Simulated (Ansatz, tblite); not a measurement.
Removing and adding an electron: the cluster Ga₃ (the lowest doublet isomer of a short search). Charge 0, multiplicity 2. Geometry: PBE-D4/def2-TZVP. Ansatz, gas phase; energy differences of separate SCF runs; the oxidised species was run as a singlet alone; the reduced species was run as a singlet alone.

Cartesian coordinates in Å:
```
Ga -0.966 -0.947 0.542
Ga -0.203 0.571 -1.326
Ga 1.170 0.377 0.784
```

The xTB rows come from tblite. At PBE0-D4/def2-TZVP a quartet of charge 0 lies 0.05 eV below the doublet, each at its own geometry. The structure comes from a short search, and lower isomers may exist.

```json
{"level": "GFN1-xTB", "−HOMO (eV)": "–", "vertical IE (eV)": "8.97", "−LUMO (eV)": "–", "vertical EA (eV)": "5.13", "HOMO–LUMO gap (eV)": "–", "IE − EA (eV)": "3.84", "remarks": "–"}
{"level": "GFN2-xTB", "−HOMO (eV)": "–", "vertical IE (eV)": "8.66", "−LUMO (eV)": "–", "vertical EA (eV)": "4.88", "HOMO–LUMO gap (eV)": "–", "IE − EA (eV)": "3.78", "remarks": "–"}
{"level": "PBE-D4/def2-TZVPD", "−HOMO (eV)": "4.25", "vertical IE (eV)": "–", "−LUMO (eV)": "3.71", "vertical EA (eV)": "1.59", "HOMO–LUMO gap (eV)": "0.54", "IE − EA (eV)": "–", "remarks": "HOMO above zero (-1 singlet)"}
{"level": "PBE0-D4/def2-TZVPD", "−HOMO (eV)": "4.93", "vertical IE (eV)": "–", "−LUMO (eV)": "2.99", "vertical EA (eV)": "1.58", "HOMO–LUMO gap (eV)": "1.94", "IE − EA (eV)": "–", "remarks": "–"}
```

Relaxing the reduced species (PBE-D4/def2-TZVPD) changes its energy by 0.00 eV at PBE-D4/def2-TZVPD, so the adiabatic electron affinity to this nearest minimum is 1.60 eV. At PBE0-D4/def2-TZVPD it is 1.58 eV. The highest occupied level of the relaxed charge -1 singlet lies above zero (up to 0.45 eV). Its loss leaves the charge 0 doublet, which lies 1.60 eV higher (each at its own geometry, at PBE-D4/def2-TZVPD), but this difference is unsure: another spin of that charge lies lower.  Run but left out: HF/def2-TZVP, HF/def2-TZVPP, r2SCAN-D4/def2-TZVP, LC-ωPBE/def2-TZVP, MP2/def2-TZVPP, CCSD/def2-TZVPP, CCSD(T)/def2-TZVPP, r2SCAN-D4/def2-TZVPD (doublet: ⟨S²⟩ 1.10 to 1.71, where a pure state has 0.75); LDA (SPW92)/def2-TZVP, PBE-D4/def2-TZVP, BLYP-D4/def2-TZVP (charge +1 singlet: an occupied level 0.04 to 0.10 eV above an empty one); PBE0-D4/def2-TZVP, ωB97M-V/def2-TZVP (charge +1 singlet: restricted singlet whose occupied levels cross empty ones at other levels, untested at these). At PBE0-D4/def2-TZVPD the highest occupied level of the doublet has β spin (-4.83 eV), and emptying it gives a triplet, which wasn't run; the ionisation energy to the singlet shown is then probably not the lowest one.  A HOMO above zero means that the electron is unbound at that level or that self-interaction error raises the level; the energy of removing that electron tells which. HOMO and LUMO are the levels of the spin that leaves or enters (xTB has no such levels and no spin-polarisation term). Other spin states of the ions may lie lower, which would lower the ionisation energy or raise the affinity. Raw xTB energy differences between charge states are shifted by several eV; the methods need an empirical correction for them.
